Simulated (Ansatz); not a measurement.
Consider the hydrogenolysis of the Si–O bond: `CN([SiH2]O)[SiH2]F` + H₂ → `CN([SiH3])[SiH2]F` + H₂O.

Isolated molecules relaxed with PBE0-D4/def2-TZVP in Ansatz; ΔE leaves out vibrations. CCSD(T)/CBS adds triple-zeta CCSD(T) − MP2 to the extrapolated MP2 energy (def2 sets, frozen cores). This one scheme is used for every species. One conformer a species, not always the lowest.

```csv
species,CCSD(T)/def2-TZVPP energy (Eh)
`CN([SiH2]O)[SiH2]F`,-850.66705
H₂,-1.17233
`CN([SiH3])[SiH2]F`,-775.46909
H₂O,-76.33701
```

Q: Work out ΔE.

A: ΔE = (-775.46909) + (-76.33701) − (-850.66705) − (-1.17233) = 0.03328 Eh = +87.4 kJ/mol. CCSD(T)/CBS gives +87.5 kJ/mol.

Largest T1 diagnostic among the species: 0.012.

In def2-TZVPP, CCSD(T) changes the Hartree–Fock value by +6.7 kJ/mol (the triples alone add +2.7 kJ/mol) and MP2 by +12.8 kJ/mol. The D4 term adds +5.3 kJ/mol with B3LYP and +3.0 kJ/mol with PBE0; it sums over pairs of atoms, weighted by their polarisabilities, and B3LYP, whose exchange is more repulsive, gets the larger term.

B3LYP here is the variant with VWN-RPA as its local correlation; programs differ in this.
